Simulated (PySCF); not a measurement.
Compound: C6H8O3Si.
Numbering: `[CH3:1][SiH2:2][c:3]1[cH:4][cH:5][c:6]([C:7](=[O:8])[OH:9])[o:10]1`

Cartesian coordinates in Å at the GFN2-xTB level; atoms count from 1:
```xyz
18
C6H8O3Si angstrom
C      3.277   -0.064    0.395
Si     1.830    1.161    0.298
C      0.299    0.211   -0.251
C      0.075   -0.743   -1.218
C     -1.288   -1.065   -1.164
C     -1.819   -0.284   -0.159
C     -3.188   -0.217    0.332
O     -4.105   -0.863   -0.114
O     -3.338    0.648    1.348
O     -0.852    0.483    0.383
H      3.082   -0.859    1.109
H      4.188    0.439    0.702
H      3.467   -0.528   -0.569
H      2.112    2.202   -0.699
H      1.534    1.753    1.604
H      0.810   -1.155   -1.880
H     -1.829   -1.767   -1.765
H     -4.263    0.655    1.636
```

NICS is the negative of the GIAO shielding at a point without a nucleus: at the ring centre (0) and 1 Å above and below it (1); zz is the component along the ring normal. Level: GIAO PBE0/pcSseg-1 (PySCF, non-relativistic, gas phase) on the GFN2-xTB geometry, one conformer.

Ring bond lengths (Å), with Mayer bond orders in brackets: C3–C4 1.377 (1.50), C4–C5 1.402 (1.32), C5–C6 1.379 (1.46), C6–O10 1.348 (1.05), O10–C3 1.342 (1.08).

Q: Give the NICS values of each ring in ppm.

A: 
```json
{"ring": "C3–C4–C5–C6–O10", "type": "5-membered ring with O; formal bonds all aromatic", "NICS(0)": "-11.2", "NICS(1), two faces": "-10.8 / -10.6", "NICS(1)zz, two faces": "-26.2 / -26.2", "rms pucker (Å)": "0.00", "centre to ring atoms, mean (Å)": "1.16"}
```

Q: What do they say, and how far can they be read as aromaticity?

A: 
- C3–C4–C5–C6–O10: mean NICS(1)zz -26.2 ppm, shielded. The ring is flat and has no four-coordinate atom; by the NICS criterion it is aromatic.

Q: How equal are the bonds by HOMA? Use HOMA with the parameters of Krygowski (1993).

A: 
- C3–C4–C5–C6–O10: HOMA 0.57; the largest term is that of C6–O10, α(R − Ropt)² = 1.10.

Q: List the ring angles and the Hirshfeld charges of the ring atoms.

A: 
- C3–C4–C5–C6–O10: C3 109.4° (-0.025 e), C4 106.9° (-0.080 e), C5 105.8° (-0.059 e), C6 109.9° (+0.035 e), O10 108.0° (-0.049 e); sum 540.0° against 540° for a flat convex ring.

Q: How shielded are the nuclei of the rings and their hydrogens (means over atoms taken as equivalent)?

A: 
```
atoms                  environment  σ isotropic (ppm)
   C3  substituted aromatic carbon               21.7
   C4           aromatic CH carbon               57.9
   C5           aromatic CH carbon               57.5
   C6  substituted aromatic carbon               32.5
  O10            furan-type oxygen                5.6
  H16            aromatic hydrogen              24.60
  H17            aromatic hydrogen              23.92
```

On one thread, Arm Neoverse N1 (aarch64), no GPU, shared host, this took 73 s of wall time and 0.96 GiB of memory at its peak. This is the whole shielding run at PBE0/pcSseg-1, SCF included.
